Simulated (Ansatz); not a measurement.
Correlation energies of C2H7GaO3, SMILES `C[O][Ga]([OH])[O]C` by basis set

```xyz
13

C     1.175   -1.469    0.388
O     0.181   -1.472   -0.607
Ga   -0.905   -0.120   -1.000
O    -2.054   -0.369   -2.321
O    -0.945    1.454   -0.194
C    -0.128    1.827    0.888
H     1.562   -2.487    0.487
H     0.793   -1.160    1.368
H     2.016   -0.815    0.129
H    -1.969   -1.243   -2.712
H    -0.275    2.896    1.071
H    -0.391    1.292    1.809
H     0.938    1.665    0.693
```

The species carries charge 0 and has multiplicity 1. Correlated methods include outer-core shells of Ga, which these sets cover unevenly. Scalar relativity is left out up to krypton. Geometry: relaxed with PBE0-D4/def2-TZVP. It is one conformer, not always the lowest. Frozen core, restricted reference, the Gaussian-basis code of Ansatz.

| basis | HF (Eh) | MP2 corr. |
| --- | --- | --- |
| def2-SVP | -2227.22101 | -1.05447 |
| def2-TZVPP | -2227.84318 | -1.29162 |
| def2-QZVPP | -2227.89898 | -1.61842 |

(1) Estimate the CCSD correlation energy and the (T) correction in each basis where they were run (hartree).

## Answers

(1) 
| basis | CCSD corr. | (T) |
| --- | --- | --- |
| def2-SVP | -1.08484 | -0.02890 |
